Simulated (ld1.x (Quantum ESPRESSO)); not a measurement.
What the settings do to the TM potential of Ni (Z = 28)

Base potential:

```json
{
  "Element": "Ni",
  "Generator": "ld1.x (Quantum ESPRESSO) 7.5",
  "Type": "norm-conserving Troullier–Martins (Kleinman–Bylander form)",
  "Functional": "PBE",
  "Relativity": "scalar-relativistic",
  "Frozen core": "[Ne]",
  "Valence charge": "18",
  "Reference configuration": "3s2 3p6 3d8 4s2 4p0",
  "Partial waves": "3s (bound): rc 1.20 bohr; 3p (bound): rc 0.90 bohr; 3d (bound): rc 1.50 bohr",
  "Local potential": "all-electron potential smoothed inside 0.95 bohr (lloc = -2)",
  "Core correction": "a·sin(br)/r model core, default radius (core density twice the valence density)"
}
```

Occupied shells without a wave of their own: 4s. They enter only through the test configuration that unscreens the potential, and ld1.x also counts them in the model core charge.

All-electron outer shells of the reference configuration (PBE, scalar-relativistic, ld1.x):

```
shell  level (eV)  outermost node (bohr)  outermost maximum (bohr)
   2s     -981.83                   0.07                      0.21
   2p     -844.68                      –                      0.16
   3s     -111.06                   0.30                      0.64
   3p      -71.39                   0.27                      0.65
   3d       -8.87                      –                      0.63
   4s       -5.64                   0.92                      2.24
   4p       -1.22                   1.00                      3.17
```

Cutoffs, loose and tight: the cutoffs (Ry, on a coarse ladder) from which the occupation-weighted sum of valence levels, in a spherical-Bessel basis at the reference potential, stays within 10 and 1 mRy of its value at 400 Ry. They do not see the model core or the augmentation charge, which bear on the density cutoff. Test errors are all-electron minus pseudo excitation energies from the reference, over the configurations 3s2 3p6 3d8 4s1 4p0; 3s2 3p6 3d8 4s0 4p0; 3s2 3p6 3d7 4s0 4p0; 3s2 3p6 3d8 4s1 4p1; 3s2 3p6 3d8 4s0 4p1; 3s2 3p6 3d8 4s0 4p2; 3s2 3p6 3d8 4s1.5 4p0. A dash means not determined; rows that change the core or the reference have their own tests.

With those shells counted twice in exchange and correlation these files are broken, and their errors move erratically; no question is asked of them.

The default core radius of the base comes out at 0.35 bohr.

| change | outcome | cutoff, loose | cutoff, tight | bound ghosts | largest test error (meV) |
| --- | --- | --- | --- | --- | --- |
| base | generated | 140 Ry | 230 Ry | none | -1132 |
| all radii but the core radius scaled by about 1.13 (s 1.36, p 1.02, d 1.70 bohr); local potential all-electron potential smoothed inside 1.08 bohr (lloc = -2) | generated, misses its reference levels by 1.54 eV | 110 Ry | 180 Ry | none | -8470 |
| local potential the s channel | generated, misses its reference levels by 0.99 eV | 140 Ry | 230 Ry | none | -5798 |
| local potential all-electron potential smoothed inside 0.94 bohr (lloc = -2) | generated | 140 Ry | 230 Ry | none | -1132 |
| core correction a·sin(br)/r model core inside 0.90 bohr | generated | 140 Ry | 230 Ry | none | -1131 |
| core [Ar], valence charge 10; reference 3d7 4s0 4p0; waves now 4p (bound): rc 2.05 bohr; 3d (bound): rc 1.55 bohr; 4s (bound): rc 1.55 bohr; local potential the s channel; core correction Bessel-smoothed model core, default radius (core density twice the valence density) | generated | 110 Ry | 200 Ry | none | -1091 |
| functional BLYP | generated | 140 Ry | 230 Ry | none | -922 |
